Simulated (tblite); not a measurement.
Compound: C4H5O3S (charge -1).
Bonds: C1–C2, C2–C3 (triple), C3–C4, C4–S5, S5–O6 (double), S5–O7 (double), S5–O8. Hydrogens: H9, H10, H11 on C1; H12, H13 on C4.
Bond orders are those of one Lewis drawing.

Computed with GFN2-xTB (tblite), gas phase: Langevin dynamics at 400 K from the optimised GFN2-xTB geometry, time step 0.5 fs, friction 0.01 fs⁻¹, 2000 steps. The instantaneous temperature is 2·E(kin)/(3Nk) with all 3N coordinates.

| t (fs) | T (K) | E(pot) above start (eV) | C1–C2 (Å) | C2≡C3 (Å) | C3–C4 (Å) | C4–S5 (Å) | S5=O6 (Å) | C1–H9 (Å) | C3–C4–S5–O6 (°) |
| --- | --- | --- | --- | --- | --- | --- | --- | --- | --- |
| 0 | 333 | 0.000 | 1.452 | 1.201 | 1.421 | 1.863 | 1.464 | 1.092 | 180 |
| 25 | 166 | 0.442 | 1.453 | 1.205 | 1.423 | 1.845 | 1.474 | 1.124 | 175 |
| 50 | 283 | 0.259 | 1.443 | 1.216 | 1.433 | 1.893 | 1.452 | 1.159 | 174 |
| 75 | 301 | 0.334 | 1.433 | 1.202 | 1.430 | 1.900 | 1.467 | 1.109 | 178 |
| 100 | 249 | 0.463 | 1.436 | 1.197 | 1.464 | 1.813 | 1.479 | 1.043 | -174 |
| 125 | 402 | 0.447 | 1.428 | 1.213 | 1.466 | 1.888 | 1.492 | 1.024 | 178 |
| 150 | 315 | 0.446 | 1.389 | 1.208 | 1.480 | 1.851 | 1.452 | 1.127 | 172 |
| 175 | 303 | 0.474 | 1.424 | 1.228 | 1.437 | 1.942 | 1.452 | 1.172 | 180 |
| 200 | 338 | 0.563 | 1.418 | 1.214 | 1.419 | 1.827 | 1.448 | 1.139 | 179 |
| 225 | 312 | 0.568 | 1.453 | 1.190 | 1.432 | 1.853 | 1.443 | 1.070 | -171 |
| 250 | 375 | 0.490 | 1.425 | 1.205 | 1.438 | 1.867 | 1.458 | 1.070 | -165 |
| 275 | 331 | 0.617 | 1.436 | 1.213 | 1.432 | 1.861 | 1.474 | 1.127 | -168 |
| 300 | 367 | 0.613 | 1.460 | 1.187 | 1.402 | 1.870 | 1.504 | 1.134 | -164 |
| 325 | 544 | 0.493 | 1.473 | 1.195 | 1.397 | 1.867 | 1.476 | 1.121 | -164 |
| 350 | 384 | 0.851 | 1.503 | 1.191 | 1.394 | 1.839 | 1.440 | 1.086 | -163 |
| 375 | 565 | 0.604 | 1.438 | 1.234 | 1.387 | 1.954 | 1.497 | 1.074 | -169 |
| 400 | 522 | 0.622 | 1.421 | 1.212 | 1.357 | 1.848 | 1.449 | 1.098 | 173 |
| 425 | 344 | 0.559 | 1.511 | 1.208 | 1.413 | 1.862 | 1.437 | 1.120 | 172 |
| 450 | 332 | 0.722 | 1.482 | 1.182 | 1.404 | 1.905 | 1.483 | 1.145 | -178 |
| 475 | 487 | 0.602 | 1.491 | 1.188 | 1.425 | 1.863 | 1.476 | 1.078 | -179 |
| 500 | 398 | 0.894 | 1.494 | 1.223 | 1.410 | 1.904 | 1.451 | 1.057 | -179 |
| 525 | 450 | 0.999 | 1.440 | 1.210 | 1.411 | 1.773 | 1.500 | 1.109 | 172 |
| 550 | 423 | 0.625 | 1.476 | 1.179 | 1.449 | 1.903 | 1.451 | 1.103 | 156 |
| 575 | 505 | 0.716 | 1.458 | 1.213 | 1.457 | 1.902 | 1.426 | 1.097 | 155 |
| 600 | 502 | 0.531 | 1.453 | 1.214 | 1.397 | 1.891 | 1.441 | 1.078 | 155 |
| 625 | 455 | 0.702 | 1.458 | 1.214 | 1.375 | 1.884 | 1.444 | 1.077 | 156 |
| 650 | 408 | 0.686 | 1.504 | 1.209 | 1.410 | 1.814 | 1.465 | 1.104 | 155 |
| 675 | 429 | 0.648 | 1.448 | 1.188 | 1.402 | 1.999 | 1.497 | 1.111 | 154 |
| 700 | 557 | 0.522 | 1.409 | 1.215 | 1.424 | 1.838 | 1.486 | 1.097 | 143 |
| 725 | 528 | 0.612 | 1.447 | 1.235 | 1.455 | 1.873 | 1.509 | 1.108 | 151 |
| 750 | 429 | 0.448 | 1.448 | 1.203 | 1.433 | 1.874 | 1.477 | 1.142 | 156 |
| 775 | 535 | 0.506 | 1.466 | 1.186 | 1.430 | 1.948 | 1.421 | 1.104 | 155 |
| 800 | 330 | 0.645 | 1.466 | 1.191 | 1.420 | 1.817 | 1.431 | 1.046 | 163 |
| 825 | 477 | 0.376 | 1.473 | 1.216 | 1.423 | 1.937 | 1.506 | 1.087 | 169 |
| 850 | 302 | 0.726 | 1.468 | 1.218 | 1.396 | 1.794 | 1.476 | 1.114 | 175 |
| 875 | 344 | 0.560 | 1.430 | 1.200 | 1.386 | 1.984 | 1.460 | 1.102 | 178 |
| 900 | 323 | 0.674 | 1.494 | 1.221 | 1.444 | 1.768 | 1.484 | 1.065 | 167 |
| 925 | 370 | 0.804 | 1.442 | 1.184 | 1.399 | 1.975 | 1.439 | 1.092 | 161 |
| 950 | 483 | 0.723 | 1.452 | 1.194 | 1.403 | 1.799 | 1.401 | 1.139 | 166 |
| 975 | 416 | 0.574 | 1.483 | 1.213 | 1.454 | 1.960 | 1.464 | 1.130 | 177 |
| 1000 | 552 | 0.513 | 1.449 | 1.212 | 1.424 | 1.805 | 1.507 | 1.054 | 178 |

Question: From 500 fs on, how do temperature and potential energy compare with equipartition?

Answer: The mean temperature of these 21 frames is 439 K against the target 400 K, and the mean potential energy 0.64 eV against 33 × kT/2 = 0.57 eV for 33 classical harmonic modes. For 13 atoms in a canonical ensemble the temperature itself scatters by T·√(2/(3N)) = 91 K; here its standard deviation is 75 K. The whole run lasts only 10 friction times of 100 fs, so these averages carry a wide statistical error.

Question: What are the kinetic and total energies of the listed frame with the highest potential energy?

Answer: The one at 525 fs, 0.999 eV above the start. Its kinetic energy is 3NkT/2 = 0.755 eV at 450 K, so the sum is 1.75 eV; over the listed frames the sum runs from 0.56 to 1.75 eV, since the thermostat adds and removes energy.

Question: How much do the listed bonds fluctuate from 500 fs on?

Answer: 
| bond | at the start (Å) | mean (Å) | standard deviation (Å) |
| --- | --- | --- | --- |
| C1–C2 | 1.452 | 1.460 | 0.022 |
| C2≡C3 | 1.201 | 1.207 | 0.014 |
| C3–C4 | 1.421 | 1.419 | 0.023 |
| C4–S5 | 1.863 | 1.878 | 0.070 |
| S5=O6 | 1.464 | 1.464 | 0.031 |
| C1–H9 | 1.092 | 1.096 | 0.026 |

The motion is classical and holds no zero-point motion.

What follows is the cost of the whole dynamics run. Hardware: one thread of an Arm Neoverse V1, shared host. Cost: 11 s wall, 0.18 GiB resident at most.
